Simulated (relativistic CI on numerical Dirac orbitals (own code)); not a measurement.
Computed by Dirac-Coulomb-Breit CI, separate exchange-only KLI orbitals for each configuration, model QED (radiative potential, 1s self-energy scaled to tabulated hydrogen-like ionisation energies), unscaled Slater integrals (own radial code, finite nucleus).

The strongest absorption lines from the ground level of an ion, among the configurations computed and to levels below about 552 eV (vacuum wavelength in nm, gf): 4.6421 (0.7), 4.6834 (2.6), 4.6898 (3.8), 4.6923 (1.8), 4.7477 (0.18), 6.2124 (0.67), 6.4985 (2.2), 6.6151 (1.2).

(1) Which ion is it?
A. Lu36+
B. Er33+
C. W39+
D. W37+

Results:

(1) C. W39+ has 35 electrons and the ground level 4s2 4p5 2P°_3/2; the strongest line goes to 4s2 4p4 4d 2D_5/2. The pattern of lines fixes the number of electrons, and along that sequence the line energies rise steadily with the charge (about as its square where n changes within one kind of shell, about linearly where n is kept but much faster in heavy ions where fine structure, which grows about as Z⁴, sets the gap, and irregularly where shells cross), which fixes Z. Configurations outside the model, such as inner-shell arrays, can give stronger lines. At this charge energies of transitions that change n are usually good to better than 1 %, and those within a shell (Δn = 0) to a few per cent.

LS names give the leading component of a level, which can be under half, so a name can repeat, a term be missing and a line seem to break the LS rules.
